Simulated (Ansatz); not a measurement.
Ansatz (a first-principles code) input (HF/3-21G): The .json file is the Basis Set Exchange's 3-21G.

Ansatz 0.2 input:
```yaml
crystal:
  periodic: [false, false, false]
  atoms:
    - {symbol: N, position_ang: [1.24499042, -0.57593313, 1.03667484]}
    - {symbol: Si, position_ang: [0.00939136, 0.00943073, -0.01088944]}
    - {symbol: N, position_ang: [-0.81266153, -1.01889612, -1.12152878]}
    - {symbol: N, position_ang: [-1.19521169, 0.71271211, 0.99324482]}
    - {symbol: O, position_ang: [0.89726379, 1.04415755, -1.06976919]}
    - {symbol: H, position_ang: [1.06175732, -0.89962565, 1.96437164]}
    - {symbol: H, position_ang: [2.19696126, -0.68914114, 0.75335449]}
    - {symbol: H, position_ang: [-0.44810686, -1.25856071, -2.02097067]}
    - {symbol: H, position_ang: [-1.66687136, -1.48703379, -0.89759746]}
    - {symbol: H, position_ang: [-0.98613238, 1.13474797, 1.87467440]}
    - {symbol: H, position_ang: [-2.12701788, 0.88914275, 0.67803703]}
basis:
  gaussian:
    orbitals: 3-21G.json
hamiltonian:
  xc: {name: HF}
magnetization: {spin_polarized: true, initial_magnetization: 1}
phonons: {temperatures: {t_min: 298.15, t_max: 298.15, t_step: 100}}
```

Output:

```
Functional definition: HF
integrals: 0.02 GiB planned
796 factors; integrals over basis functions are off by at most 3.0e-4 eV
mean field: 0.28 GiB planned
mean field evaluation 1: about -14353.5412 eV, gradient 3.9e1 eV
mean field evaluation 2: about -14353.7023 eV, gradient 3.9e1 eV
mean field evaluation 4: about -14362.6407 eV, gradient 8.1e0 eV
mean field evaluation 8: about -14364.8212 eV, gradient 9.7e-1 eV
mean field evaluation 16: about -14364.8333 eV, gradient 7.9e-6 eV
mean field evaluation 32: about -14364.6006 eV, gradient 1.6e0 eV
mean field evaluation 64: about -14364.5910 eV, gradient 6.6e-1 eV
mean field evaluation 96: about -14364.6305 eV, gradient 1.8e-6 eV
mean field -14364.83329542 eV, -527.8978867729 hartree, gradient 7.9e-6 eV, S^2 0.753288; 3 other end points of the search recorded, 0 dependent functions left out
the calculation of the forces begins
reference -14364.83329542 eV, -527.8978867729 hartree; 25, 24 occupied and 36, 37 virtual orbitals, 796 factors
these checks for a lower state are left out or cut short: stability, starts, cluster_reference, orbital_swaps, neighbouring_geometries, increment
integrals: 0.02 GiB planned
796 factors; integrals over basis functions are off by at most 3.0e-4 eV
mean field: 0.28 GiB planned
mean field -14364.83306809 eV, -527.8978784187 hartree, gradient 2.2e-6 eV, S^2 0.753289; 0 other end points of the search recorded, 0 dependent functions left out
the calculation of the forces begins
reference -14364.83306809 eV, -527.8978784187 hartree; 25, 24 occupied and 36, 37 virtual orbitals, 796 factors
these checks for a lower state are left out or cut short: stability, starts, cluster_reference, orbital_swaps, neighbouring_geometries, increment
integrals: 0.02 GiB planned
796 factors; integrals over basis functions are off by at most 3.0e-4 eV
mean field: 0.28 GiB planned
mean field evaluation 128: about -14364.8331 eV, gradient 3.6e-6 eV
mean field -14364.83306953 eV, -527.8978784718 hartree, gradient 3.6e-6 eV, S^2 0.753287; 0 other end points of the search recorded, 0 dependent functions left out
the calculation of the forces begins
reference -14364.83306953 eV, -527.8978784718 hartree; 25, 24 occupied and 36, 37 virtual orbitals, 796 factors
these checks for a lower state are left out or cut short: stability, starts, cluster_reference, orbital_swaps, neighbouring_geometries, increment
integrals: 0.02 GiB planned
796 factors; integrals over basis functions are off by at most 3.0e-4 eV
mean field: 0.28 GiB planned
mean field -14364.83324382 eV, -527.8978848767 hartree, gradient 1.3e-6 eV, S^2 0.753287; 0 other end points of the search recorded, 0 dependent functions left out
the calculation of the forces begins
reference -14364.83324382 eV, -527.8978848767 hartree; 25, 24 occupied and 36, 37 virtual orbitals, 796 factors
these checks for a lower state are left out or cut short: stability, starts, cluster_reference, orbital_swaps, neighbouring_geometries, increment
integrals: 0.02 GiB planned
796 factors; integrals over basis functions are off by at most 3.0e-4 eV
mean field: 0.28 GiB planned
mean field -14364.83324178 eV, -527.8978848017 hartree, gradient 1.3e-6 eV, S^2 0.753290; 0 other end points of the search recorded, 0 dependent functions left out
the calculation of the forces begins
reference -14364.83324178 eV, -527.8978848017 hartree; 25, 24 occupied and 36, 37 virtual orbitals, 796 factors
these checks for a lower state are left out or cut short: stability, starts, cluster_reference, orbital_swaps, neighbouring_geometries, increment
integrals: 0.02 GiB planned
796 factors; integrals over basis functions are off by at most 3.0e-4 eV
mean field: 0.28 GiB planned
mean field -14364.83308308 eV, -527.8978789696 hartree, gradient 4.2e-6 eV, S^2 0.753289; 0 other end points of the search recorded, 0 dependent functions left out
the calculation of the forces begins
reference -14364.83308308 eV, -527.8978789696 hartree; 25, 24 occupied and 36, 37 virtual orbitals, 796 factors
these checks for a lower state are left out or cut short: stability, starts, cluster_reference, orbital_swaps, neighbouring_geometries, increment
integrals: 0.02 GiB planned
796 factors; integrals over basis functions are off by at most 3.0e-4 eV
mean field: 0.28 GiB planned
mean field -14364.83308638 eV, -527.8978790909 hartree, gradient 4.0e-6 eV, S^2 0.753288; 0 other end points of the search recorded, 0 dependent functions left out
the calculation of the forces begins
reference -14364.83308638 eV, -527.8978790909 hartree; 25, 24 occupied and 36, 37 virtual orbitals, 796 factors
these checks for a lower state are left out or cut short: stability, starts, cluster_reference, orbital_swaps, neighbouring_geometries, increment
integrals: 0.02 GiB planned
[...]
these checks for a lower state are left out or cut short: stability, starts, cluster_reference, orbital_swaps, neighbouring_geometries, increment
integrals: 0.02 GiB planned
796 factors; integrals over basis functions are off by at most 3.0e-4 eV
mean field: 0.28 GiB planned
mean field -14364.83315366 eV, -527.8978815632 hartree, gradient 2.6e-6 eV, S^2 0.753288; 0 other end points of the search recorded, 0 dependent functions left out
the calculation of the forces begins
reference -14364.83315366 eV, -527.8978815632 hartree; 25, 24 occupied and 36, 37 virtual orbitals, 796 factors
these checks for a lower state are left out or cut short: stability, starts, cluster_reference, orbital_swaps, neighbouring_geometries, increment
integrals: 0.02 GiB planned
796 factors; integrals over basis functions are off by at most 3.0e-4 eV
mean field: 0.28 GiB planned
mean field -14364.83315099 eV, -527.8978814653 hartree, gradient 1.3e-6 eV, S^2 0.753288; 0 other end points of the search recorded, 0 dependent functions left out
the calculation of the forces begins
reference -14364.83315099 eV, -527.8978814653 hartree; 25, 24 occupied and 36, 37 virtual orbitals, 796 factors
these checks for a lower state are left out or cut short: stability, starts, cluster_reference, orbital_swaps, neighbouring_geometries, increment
integrals: 0.02 GiB planned
796 factors; integrals over basis functions are off by at most 3.0e-4 eV
mean field: 0.28 GiB planned
mean field -14364.83328844 eV, -527.8978865166 hartree, gradient 1.6e-6 eV, S^2 0.753288; 0 other end points of the search recorded, 0 dependent functions left out
the calculation of the forces begins
reference -14364.83328844 eV, -527.8978865166 hartree; 25, 24 occupied and 36, 37 virtual orbitals, 796 factors
these checks for a lower state are left out or cut short: stability, starts, cluster_reference, orbital_swaps, neighbouring_geometries, increment
integrals: 0.02 GiB planned
796 factors; integrals over basis functions are off by at most 3.0e-4 eV
mean field: 0.28 GiB planned
mean field evaluation 288: about -14364.8333 eV, gradient 6.3e-5 eV
mean field -14364.83328876 eV, -527.8978865282 hartree, gradient 1.6e-6 eV, S^2 0.753289; 0 other end points of the search recorded, 0 dependent functions left out
the calculation of the forces begins
reference -14364.83328876 eV, -527.8978865282 hartree; 25, 24 occupied and 36, 37 virtual orbitals, 796 factors
these checks for a lower state are left out or cut short: stability, starts, cluster_reference, orbital_swaps, neighbouring_geometries, increment
integrals: 0.02 GiB planned
796 factors; integrals over basis functions are off by at most 3.0e-4 eV
mean field: 0.28 GiB planned
mean field -14364.83326579 eV, -527.8978856842 hartree, gradient 1.3e-6 eV, S^2 0.753288; 0 other end points of the search recorded, 0 dependent functions left out
the calculation of the forces begins
reference -14364.83326579 eV, -527.8978856842 hartree; 25, 24 occupied and 36, 37 virtual orbitals, 796 factors
these checks for a lower state are left out or cut short: stability, starts, cluster_reference, orbital_swaps, neighbouring_geometries, increment
integrals: 0.02 GiB planned
796 factors; integrals over basis functions are off by at most 3.0e-4 eV
mean field: 0.28 GiB planned
mean field -14364.83326533 eV, -527.8978856674 hartree, gradient 1.2e-6 eV, S^2 0.753288; 0 other end points of the search recorded, 0 dependent functions left out
the calculation of the forces begins
reference -14364.83326533 eV, -527.8978856674 hartree; 25, 24 occupied and 36, 37 virtual orbitals, 796 factors
these checks for a lower state are left out or cut short: stability, starts, cluster_reference, orbital_swaps, neighbouring_geometries, increment
integrals: 0.02 GiB planned
796 factors; integrals over basis functions are off by at most 3.0e-4 eV
mean field: 0.28 GiB planned
mean field -14364.83326950 eV, -527.8978858206 hartree, gradient 1.3e-6 eV, S^2 0.753288; 0 other end points of the search recorded, 0 dependent functions left out
the calculation of the forces begins
reference -14364.83326950 eV, -527.8978858206 hartree; 25, 24 occupied and 36, 37 virtual orbitals, 796 factors
these checks for a lower state are left out or cut short: stability, starts, cluster_reference, orbital_swaps, neighbouring_geometries, increment
integrals: 0.02 GiB planned
796 factors; integrals over basis functions are off by at most 3.0e-4 eV
mean field: 0.28 GiB planned
mean field -14364.83327015 eV, -527.8978858443 hartree, gradient 1.3e-6 eV, S^2 0.753288; 0 other end points of the search recorded, 0 dependent functions left out
the calculation of the forces begins
reference -14364.83327015 eV, -527.8978858443 hartree; 25, 24 occupied and 36, 37 virtual orbitals, 796 factors
these checks for a lower state are left out or cut short: stability, starts, cluster_reference, orbital_swaps, neighbouring_geometries, increment
integrals: 0.02 GiB planned
796 factors; integrals over basis functions are off by at most 3.0e-4 eV
mean field: 0.28 GiB planned
mean field evaluation 320: about -14364.8333 eV, gradient 1.6e-6 eV
mean field -14364.83326442 eV, -527.8978856338 hartree, gradient 1.6e-6 eV, S^2 0.753288; 0 other end points of the search recorded, 0 dependent functions left out
the calculation of the forces begins
reference -14364.83326442 eV, -527.8978856338 hartree; 25, 24 occupied and 36, 37 virtual orbitals, 796 factors
these checks for a lower state are left out or cut short: stability, starts, cluster_reference, orbital_swaps, neighbouring_geometries, increment
integrals: 0.02 GiB planned
796 factors; integrals over basis functions are off by at most 3.0e-4 eV
mean field: 0.28 GiB planned
mean field -14364.83326414 eV, -527.8978856233 hartree, gradient 1.8e-6 eV, S^2 0.753288; 0 other end points of the search recorded, 0 dependent functions left out
the calculation of the forces begins
reference -14364.83326414 eV, -527.8978856233 hartree; 25, 24 occupied and 36, 37 virtual orbitals, 796 factors
these checks for a lower state are left out or cut short: stability, starts, cluster_reference, orbital_swaps, neighbouring_geometries, increment
integrals: 0.02 GiB planned
796 factors; integrals over basis functions are off by at most 3.0e-4 eV
mean field: 0.28 GiB planned
mean field -14364.83317218 eV, -527.8978822440 hartree, gradient 1.7e-6 eV, S^2 0.753288; 0 other end points of the search recorded, 0 dependent functions left out
the calculation of the forces begins
reference -14364.83317218 eV, -527.8978822440 hartree; 25, 24 occupied and 36, 37 virtual orbitals, 796 factors
these checks for a lower state are left out or cut short: stability, starts, cluster_reference, orbital_swaps, neighbouring_geometries, increment
integrals: 0.02 GiB planned
796 factors; integrals over basis functions are off by at most 3.0e-4 eV
mean field: 0.28 GiB planned
mean field -14364.83317171 eV, -527.8978822269 hartree, gradient 2.0e-6 eV, S^2 0.753288; 0 other end points of the search recorded, 0 dependent functions left out
the calculation of the forces begins
reference -14364.83317171 eV, -527.8978822269 hartree; 25, 24 occupied and 36, 37 virtual orbitals, 796 factors
Total energy: -14364.83329542 eV, -527.8978867729 hartree
Atom 0 at     1.244990    -0.575933     1.036675 Å, force    -0.000027     0.000461    -0.000396 eV/Å
Atom 1 at     0.009391     0.009431    -0.010889 Å, force    -0.000556    -0.000124     0.000556 eV/Å
Atom 2 at    -0.812662    -1.018896    -1.121529 Å, force     0.000293     0.000529    -0.000061 eV/Å
Atom 3 at    -1.195212     0.712712     0.993245 Å, force     0.000113    -0.000241    -0.000058 eV/Å
Atom 4 at     0.897264     1.044158    -1.069769 Å, force     0.000006    -0.000442     0.000085 eV/Å
Atom 5 at     1.061757    -0.899626     1.964372 Å, force     0.000139    -0.000051     0.000185 eV/Å
Atom 6 at     2.196961    -0.689141     0.753354 Å, force     0.000259    -0.000078     0.000070 eV/Å
Atom 7 at    -0.448107    -1.258561    -2.020971 Å, force    -0.000035    -0.000141    -0.000239 eV/Å
Atom 8 at    -1.666871    -1.487034    -0.897597 Å, force    -0.000161    -0.000116    -0.000130 eV/Å
Atom 9 at    -0.986132     1.134748     1.874674 Å, force    -0.000110     0.000081    -0.000105 eV/Å
Atom 10 at    -2.127018     0.889143     0.678037 Å, force     0.000078     0.000122     0.000093 eV/Å
Dipole moment:    -0.293827    -0.385833     0.359328 e Å
Vibrations: 204.85 238.76 265.90 283.87 317.14 373.30 378.48 381.80 599.48 641.81 675.61 789.96 852.80 891.69 925.10 966.54 1067.69 1084.09 1765.14 1771.79 1781.44 3750.58 3751.26 3754.19 3852.60 3853.13 3854.35 cm⁻¹, zero-point energy 2.422240 eV
```

The blocks after the first are displaced geometries, from whose forces the wavenumbers follow.
